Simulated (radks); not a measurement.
Ionisation of the chromium ion Cr2+, [Ar] 3d4, to [Ar] 3d3 as the strength of local exchange is varied. Method: non-relativistic Kohn-Sham, Slater X-alpha exchange (alpha = 2/3 is LDA exchange), no correlation, spin-polarised, spherical densities, point nucleus; open shells are filled with parallel spins first; computed with a radial shooting solver on a logarithmic mesh with Libxc functionals.

| alpha | E(Cr2+) (hartree) | exchange (hartree) | IE (eV) | -e of the level emptied (eV) | <r> of it (bohr) |
|---|---|---|---|---|---|
| 0.567 | -1032.86294 | -37.11907 | 28.903 | 21.343 (3d) | 1.260 |
| 0.624 | -1036.60107 | -40.99474 | 30.173 | 22.461 (3d) | 1.235 |
| 0.667 | -1039.42977 | -43.93566 | 31.156 | 23.331 (3d) | 1.217 |
| 0.836 | -1050.61944 | -55.63638 | 35.218 | 26.974 (3d) | 1.152 |
| 0.875 | -1053.21796 | -58.36856 | 36.200 | 27.865 (3d) | 1.138 |
| 0.971 | -1059.64024 | -65.14474 | 38.688 | 30.136 (3d) | 1.107 |
| 1.009 | -1062.19255 | -67.84688 | 39.700 | 31.065 (3d) | 1.095 |
| 1.012 | -1062.39430 | -68.06068 | 39.780 | 31.139 (3d) | 1.094 |

NIST Atomic Spectra Database: 30.96 eV (measured). The Delta-SCF value meets it near alpha = 0.66. Open shells are spherical and high-spin; term and fine-structure splittings are not resolved.
